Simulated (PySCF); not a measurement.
## Löwdin shares of the frontier orbitals

Compound: C5H3NO.
Numbering: `[CH:1]#[C:2][c:3]1[cH:4][n:5][o:6][cH:7]1` (hydrogens: H8 on C1; H9 on C4; H10 on C7)

Cartesian coordinates in Å at the GFN2-xTB level; atoms count from 1:
```
atom  x, y, z in Å
C1     2.563   -0.022    0.204
C2     1.367   -0.046    0.106
C3    -0.033   -0.031   -0.007
C4    -0.905    1.095    0.043
N5    -2.143    0.725   -0.099
O6    -2.152   -0.619   -0.245
C7    -0.900   -1.077   -0.192
H8     3.608   -0.015    0.288
H9    -0.649    2.127    0.175
H10   -0.749   -2.133   -0.296
```

Computed with TDDFT PBE0/def2-SVPD, vertical, gas phase, core orbitals frozen in the response (PySCF).

Frontier orbitals with the atoms that hold most of them (Löwdin shares over 4%, at most four atoms; ? is withheld):

| orbital | ε (eV) | atoms |
| --- | --- | --- |
| HOMO-3 | -9.34 | N5 52%, C2 12%, O6 9%, C1 9% |
| HOMO-2 | -8.85 | N5 31%, C4 26%, O6 16%, C7 9% |
| HOMO-1 | -8.38 | ? |
| HOMO | -7.43 | ? |
| LUMO | ? | C7 29%, O6 17%, C3 14%, N5 10% |
| LUMO+1 | -0.10 | C4 28%, N5 24%, C1 13%, C2 12% |
| LUMO+2 | 0.58 | C1 36%, C2 31%, H8 10%, C3 8% |

Task: Which atoms hold the HOMO, and with what shares?

Result: C1 (bonded to C and H) 25%; C2 (bonded to 2 C) 19%; C7 (bonded to C, O and H) 17%; C3 (bonded to 3 C) 16%.

Task: Give the leading atoms of the HOMO-1.

Result: C1 (bonded to C and H) 34%; C2 (bonded to 2 C) 31%; N5 (bonded to C and O) 14%; C3 (bonded to 3 C) 5%. By element: carbon 70% or more, nitrogen 14%.

Task: What is the LUMO energy, and the HOMO–LUMO gap?

Result: ε(LUMO) = -1.10 eV; the gap is 6.33 eV (0.2327 hartree).

Task: How does S1 compare with the orbital gap of 6.33 eV?

Result: S1 is at 5.67 eV (f = 0.122), 0.67 eV below the gap, made of HOMO→LUMO (89%). 

Task: One configuration dominates each of S1, S2, S4 and S6. Which, and how do the shares of the two leading atoms of either orbital change from the occupied to the empty one?

Result: 
- S1 (5.67 eV, f 0.122), HOMO→LUMO (89%): C1 25% → at most 11%, C2 19% → at most 11%, C7 17% → 29%, O6 at most 17% → 17%
- S2 (5.70 eV, f 0.0009), HOMO-1→LUMO (91%): C1 34% → at most 11%, C2 31% → at most 11%, C7 at most 6% → 29%, O6 at most 6% → 17%
- S4 (6.19 eV, f 0.082), HOMO→LUMO+1 (82%): C1 25% → 13%, C2 19% → 12%, C4 at most 17% → 28%, N5 at most 17% → 24%
- S6 (6.87 eV, f 0.086), HOMO-2→LUMO (79%): N5 31% → 10%, C4 26% → at most 11%, C7 9% → 29%, O6 16% → 17%

Löwdin shares depend on the basis, the more so with diffuse functions.
